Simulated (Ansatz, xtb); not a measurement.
Molecule: TeF₃, charge -1, multiplicity 1. 
Geometry from a B3LYP-D3(BJ)/def2-TZVP (Ansatz, a quantum-chemistry and plane-wave program) optimisation:
```
Te
F 1 1.9467
F 1 2.0657 2 85.36
F 1 2.0657 2 85.36 3 -180.00
```
Charge -1, spin multiplicity 1.

Harmonic wavenumbers from GFN2-xTB (xtb, at its own minimum), cm⁻¹: 97, 151, 179, 387, 401, 457.

Problem. Give the harmonic wavenumbers at B3LYP-D3(BJ)/def2-TZVP (Ansatz, finite differences of forces, unscaled).

Solution. 145, 177, 243, 428, 440, 561 cm⁻¹. Zero-point energy 2.8 kcal/mol.

Problem. From these and the geometry, give the ideal-gas thermochemistry at 298.15 K and 1 atm (rigid rotor, harmonic oscillator).

Solution. Point group C2v, rotational symmetry number 2. Rotational constants 8.036, 3.138, 2.257 GHz. S(trans) 41.55, S(rot) 24.76, S(vib) 9.10, S(elec, spin only) 0.00, S 75.4 cal/(mol K). H(298) - H(0) 3.93 kcal/mol; G - E(el) -15.7 kcal/mol.
